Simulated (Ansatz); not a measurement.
`N[SiH](Br)CO` and `N[SiH]([SeH])Br` differ in one atom or group.

Ansatz, PBE0-D4/def2-TZVP geometries, multiplicity 1. Each molecule was computed in one conformer, which needn't be the lowest.

Scalar relativity is left out up to krypton.

| property | `N[SiH](Br)CO` |
| --- | --- |
| size of the dipole moment (PBE/def2-TZVPP) / D | 1.39 |
| LUMO energy (ωB97M-V/def2-TZVPP) / eV | 1.86 |
| HOMO–LUMO gap (PBE0/def2-TZVPP) / eV | 7.89 |
| LUMO energy (PBE0/def2-TZVPP) / eV | 0.26 |
| size of the dipole moment (B3LYP/def2-TZVPP) / D | 1.44 |
| HOMO–LUMO gap (B3LYP/def2-TZVPP) / eV | 7.39 |

(1) What does the change do to each property? (Estimate.)

Answers

(1) Ansatz gave: 
```tsv
property	`N[SiH]([SeH])Br`	shift
size of the dipole moment (PBE/def2-TZVPP) / D	1.70	0.31
LUMO energy (ωB97M-V/def2-TZVPP) / eV	1.43	-0.43
HOMO–LUMO gap (PBE0/def2-TZVPP) / eV	6.83	-1.06
LUMO energy (PBE0/def2-TZVPP) / eV	-0.43	-0.69
size of the dipole moment (B3LYP/def2-TZVPP) / D	1.69	0.25
HOMO–LUMO gap (B3LYP/def2-TZVPP) / eV	6.36	-1.03
```

With PBE0 the HOMO rises by 0.35 eV and the LUMO falls by 0.69 eV, so the gap narrows by about 1.04 eV. PBE moves the HOMO by 0.00 eV and ωB97M-V by 0.52 eV. Dipoles are sizes alone; their direction can turn.

B3LYP here is the variant with VWN-RPA as its local correlation; programs differ in this.

Spin–orbit coupling is left out; it splits and shifts lone-pair levels of the heavy atoms by tenths of an eV.
